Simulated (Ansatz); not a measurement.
CH$_{6}$ClNSi (`CN[SiH2]Cl`). The species carries charge 0 and has multiplicity 1. All single points use the PBE0-D4/def2-TZVP geometry. It is one conformer, not always the lowest.

```xyz
10

C    -0.471   -0.625    1.176
N     0.581   -0.240    0.256
Si    0.301    0.477   -1.256
Cl   -0.429    2.418   -1.179
H    -0.750    0.176    1.870
H    -0.175   -1.500    1.760
H    -1.366   -0.898    0.611
H     1.464   -0.055    0.706
H     1.589    0.543   -1.980
H    -0.743   -0.296   -1.964
```

What is the dipole moment at PBE/def2-TZVPP? (Estimate.)

Ansatz gave: 2.21 D, with components (0.67, -1.52, 1.46) D in this frame, pointing from negative to positive charge.

And with r2SCAN, B3LYP, ωB97M-V? (An estimate is asked.)

The calculation gave: r2SCAN 2.23 D, B3LYP 2.20 D, ωB97M-V 2.18 D.

Give the Mulliken charges with PBE, B3LYP, r2SCAN in def2-TZVPP. (An estimate is asked.)

Ansatz gave: 
```
atom    PBE  B3LYP  r2SCAN
  C1  -0.19  -0.18   -0.04
  N2  -0.26  -0.31   -0.34
 Si3   0.40   0.49    0.52
 Cl4  -0.25  -0.28   -0.29
  H5   0.11   0.11    0.07
  H6   0.10   0.10    0.06
  H7   0.09   0.09    0.05
  H8   0.14   0.12    0.14
  H9  -0.06  -0.07   -0.08
 H10  -0.06  -0.07   -0.08
```

B3LYP here is the variant with VWN-RPA as its local correlation; programs differ in this.
